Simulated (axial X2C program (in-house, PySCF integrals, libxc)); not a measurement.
# What spin–orbit coupling does to LiCu⁺

Computed with an in-house all-electron X2C program for linear molecules (integrals from PySCF). Spin-free means the one-electron spin-free X2C Hamiltonian; two-component (2c) means X2C with spin–orbit coupling and atomic mean-field two-electron Coulomb and Gaunt terms, so the difference of the two also holds small scalar two-electron terms. Basis: Cu dyall-cv3z [9s9p6d3f2g], Li dyall-cv3z [7s8p2d] (cores contracted in-house); Gaussian nuclei, density fitting, unrestricted open shells. Masses: Cu 62.930 u, Li 7.016 u.

Spin-free state: M_S = 1/2, Λ = 0 (beyond evenly filled blocks: σα); fragments Cu + Li+.

```
  level  Re (Å)  ωe (cm⁻¹)  De (eV)  μ (D)
   PBE0   2.667      228.8    0.714   7.76
     HF   2.884      210.2      n/a   7.52
    MP2   2.674      239.0    0.665    n/a
   CCSD   2.727      228.3    0.691    n/a
CCSD(T)   2.703      232.6    0.686    n/a
 r2SCAN   2.636      239.3    0.712   7.73
```

Correlated methods: 11 electrons correlated (number of frozen shells: Cu 3 s, 2 p; Li 1 s), 223 virtual spin orbitals or spinors in MP2, 90 natural virtuals in coupled cluster.

Dipoles are positive if Li is the positive end and refer to the centre of mass.

Two-component determinant lowest at the distance of the search:

Ω = 1/2 (⟨Sz⟩ = 0.50, ⟨Lz⟩ = 0.00 at HF); fragments Cu + Li+.

```tsv
level	Re (Å)	ωe (cm⁻¹)	De (eV)	μ (D)
PBE0	2.668	228.8	0.714	7.76
HF	2.885	210.1	n/a	7.52
MP2	2.675	238.8	0.665	n/a
CCSD	2.728	228.2	0.693	n/a
CCSD(T)	2.703	232.5	0.683	n/a
r2SCAN	2.636	239.3	0.712	7.73
```

Task: From the two tables, how do the constants change at the CCSD(T) level (2c against spin-free)?

Result: At the CCSD(T) level Re is unchanged within 0.001 Å and ωe stays the same within 0.2 cm⁻¹; De changes by -0.003 eV.

Occupations by symmetry block were frozen at the best pattern of an incomplete PBE0 search. De is counted from the lowest determinant-based energies of the atoms at the same level, without counterpoise correction. De is not given where an atomic determinant may have missed its ground term or J level, or where the truncated virtual space spoils (T). Density functionals use the spin component along the axis (collinear). CCSD and (T) use frozen natural virtuals with an MP2 correction for the truncation; (T) itself is uncorrected, so its De runs slightly low.
